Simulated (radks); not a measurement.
All-electron atom: Au+ in [Xe] 4f14 5d9 6d1 (not the ground configuration). Calculated with a radial shooting solver on a logarithmic mesh with Libxc functionals: Dirac Kohn-Sham, LDA (Slater exchange, Perdew-Wang correlation), spin-unpolarised, spherical densities, point nucleus; open shells fill j = l - 1/2 first.

Radial electron density D(r) = 4 pi r^2 rho(r):

```
   r/bohr * D(r) (the largest magnitude, 147, reaches the edge; | marks zero)
0.0006333 | *
0.0007432 |  *
0.0008791 |  *
 0.001032 |   *
  0.00122 |    *
 0.001432 |      *
 0.001694 |       *
 0.001988 |          *
 0.002352 |            *
  0.00276 |               *
 0.003265 |                  *
 0.003831 |                      *
 0.004532 |                          *
 0.005318 |                              *
 0.006291 |                                  *
 0.007383 |                                     *
 0.008734 |                                        *
  0.01025 |                                          *
  0.01212 |                                          *
  0.01423 |                                         *
  0.01683 |                                       *
  0.01975 |                                     *
  0.02318 |                                     *
  0.02742 |                                       *
  0.03217 |                                          *
  0.03806 |                                                *
  0.04466 |                                                    *
  0.05284 |                                                      *
    0.062 |                                                    *
  0.07335 |                                               *
  0.08607 |                                           *
   0.1018 |                                           *
   0.1195 |                                               *
   0.1413 |                                                  *
   0.1659 |                                                *
   0.1962 |                                       *
   0.2303 |                              *
   0.2724 |                           *
   0.3196 |                              *
   0.3781 |                                *
   0.4437 |                             *
   0.5249 |                     *
    0.616 |              *
   0.7228 |          *
   0.8551 |        *
    1.003 |      *
    1.187 |     *
    1.393 |   *
    1.648 |  *
    1.934 | *
    2.287 |*
    2.684 *
    3.175 *
    3.726 *
    4.408 *
    5.173 *
    6.119 *
    7.181 *
    8.495 *
    9.968 *
    11.79 *
    13.84 *
    16.37 *
```

D(r) has 4 maxima, at r = 0.0114, 0.0520, 0.144, 0.375 bohr, and minima at 0.0224, 0.0932, 0.266 bohr, inside which lie 2.04, 11.11, 30.03 electrons.
